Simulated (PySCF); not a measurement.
Vertical excitations of a molecule Cl₃H₄NSi₂ from PySCF with TDDFT-PBE/def2-SVPD, as energy in eV (oscillator strength): 5.62 (0.005), 6.13 (0.000), 6.54 (0.000), 6.57 (0.005), 6.90 (0.013), 6.92 (0.008), 6.98 (0.017), 7.06 (0.004), 7.19 (0.002), 7.19 (0.050). Lowest triplet (TDA): 5.41 eV. Geometry: PBE0-D3(BJ)/def2-SVP. One conformer was computed; it need not be the lowest.

**Question.** Pick the molecule that these values belong to.
A) [SiH3]N[Si](Cl)(Cl)Cl
B) N[SiH2][Si](Cl)(Cl)Cl
C) Cl[SiH2]N[SiH](Cl)Cl

**Answer.** A, [SiH3]N[Si](Cl)(Cl)Cl
